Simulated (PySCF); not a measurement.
A GIAO shielding run with PySCF 2.14 (density fitting, non-relativistic, gas phase) on SMILES CC[Si@](O)([SiH3])S[SiH3], C$_{2}$H$_{12}$OSSi$_{3}$:

```
$ OMP_NUM_THREADS=1 python probes_run.py task.json out

{"job": {"kind": "nmr", "xc": "PBE0", "basis": "pcSseg-1"}, "charge": 0, "multiplicity": 1}
C     -1.011179    -1.845297    -1.279806
C     -0.675230    -0.356988    -1.228708
Si    -0.679267     0.373038     0.544203
O     -2.104212     0.107534     1.282353
Si    -0.336686     2.651606     0.676993
S      0.756299    -0.825800     1.694205
Si     2.591823    -0.598199     0.638658
H     -2.020621    -2.021112    -0.913201
H     -0.950149    -2.222121    -2.299545
H     -0.320014    -2.416731    -0.662707
H      0.303348    -0.195677    -1.685551
H     -1.394974     0.191037    -1.839350
H     -2.310322    -0.729698     1.694776
H     -1.579430     3.395080     0.470773
H      0.230115     3.081161     1.957363
H      0.599346     3.099101    -0.363233
H      2.567592    -1.442096    -0.551688
H      2.730073     0.805471     0.264803
H      3.593685    -1.041059     1.592202
```

Hardware: 1 thread of an Arm Neoverse N1, shared host. The job also computes population analyses, field gradients.

**Question.** How large is the calculation?

**Answer.** 90 electrons, 207 basis functions and 1171 auxiliary functions.

**Question.** How long does it take, and how much memory does it need?

**Answer.** 73 s of wall time, with 13 SCF cycles and 4 response iterations; peak memory 1 GiB. Times on a shared host scatter by some tens of per cent.
